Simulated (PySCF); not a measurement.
Compound: C₂H₆AlNO.
Numbering: `[CH:1]#[N+:2][AlH2-:3][O:4][CH3:5]` (hydrogens: H6 on C1; H7, H8 on Al3; H9, H10, H11 on C5)

A GFN2-xTB structure with every atom displaced at random (by about 0.01 Å) was refined with PBE0-D3(BJ)/def2-SVP geometry optimisation, gas phase (PySCF 2.14.0). Values at the start:

```tsv
coordinate	start
C1≡N2	1.139 Å
C1–H6	1.069 Å
N2–Al3	2.047 Å
Al3–O4	1.621 Å
Al3–H7	1.530 Å
O4–C5	1.415 Å
C5–H9	1.111 Å
C1–N2–Al3	149.2°
N2–Al3–O4	98.3°
Al3–O4–C5	175.2°
```

How do these coordinates change at the PBE0-D3(BJ)/def2-SVP level?

```tsv
coordinate	PBE0-D3(BJ)/def2-SVP (Å or °)	change
Al3–O4	1.724	+0.103
Al3–H7	1.600	+0.070
N2–Al3	2.097	+0.050
O4–C5	1.381	-0.034
C1–H6	1.081	+0.012
C1≡N2	1.148	+0.009
C5–H9	1.109	-0.002
Al3–O4–C5	133.8	-41.4
C1–N2–Al3	176.9	+27.7
N2–Al3–O4	99.0	+0.7
```

The energy falls by 38.3 kJ/mol over 28 energy and gradient evaluations, the largest force component goes from 0.0667 to 2.1e-04 Eh/bohr, and the atoms move by 0.435 Å rms after alignment. The bond that changes most is Al3–O4 (ends: aluminium bonded to N, O and 2 H; oxygen bonded to Al and C), which lengthens by 0.103 Å. Bonds longer at the end by more than 0.005 Å: 7 of 10; shorter: 1. Rotational constants go from 6597, 2352, 1812 to 6621, 2228, 1778 MHz.

The run used 104 basis functions and 193 SCF cycles in all.

No PBE0-D3(BJ)/def2-SVP frequencies stand behind this structure, so it isn't proved a minimum. One conformer, not necessarily the lowest.

Shape of the structure used: `[CH:1]#[N+:2][AlH2-:3][O:4][CH3:5]`: N2–Al3–O4–C5 88°.
